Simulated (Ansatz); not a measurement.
A run for Ansatz (a first-principles code): U-CCSD(T)/cc-pVDZ on CH6BN (SMILES BNC), a point of a bond scan (R = 1.009 Å).

Ansatz 0.2 input:
```yaml
crystal:
  periodic: [false, false, false]
  atoms:
    - {symbol: B, position_ang: [-0.17377685, 0.16935935, 1.35984899]}
    - {symbol: H, position_ang: [-1.04662609, 0.51554608, 2.09587791]}
    - {symbol: H, position_ang: [0.90496525, -0.15002550, 1.76046960]}
    - {symbol: N, position_ang: [-0.42136335, 0.13750334, -0.00246435]}
    - {symbol: C, position_ang: [0.50465876, -0.25211116, -1.05318898]}
    - {symbol: H, position_ang: [-1.33200836, 0.40682345, -0.34423305]}
    - {symbol: H, position_ang: [0.67789059, 0.56736518, -1.75577805]}
    - {symbol: H, position_ang: [0.12956168, -1.11043727, -1.61689155]}
    - {symbol: H, position_ang: [1.45669201, -0.52592512, -0.60230554]}
basis:
  gaussian:
    orbitals: cc-pVDZ
correlation: {method: ccsd_t, electrons: outside_noble_gas}
scf: {omitted_lower_state_checks: [cluster_reference]}
magnetization: {spin_polarized: true, initial_magnetization: 0}
```

Problem. What total energy does the run end on?

Solution. -120.9877 hartree (reference determinant -120.5271, T1 diagnostic 0.013).
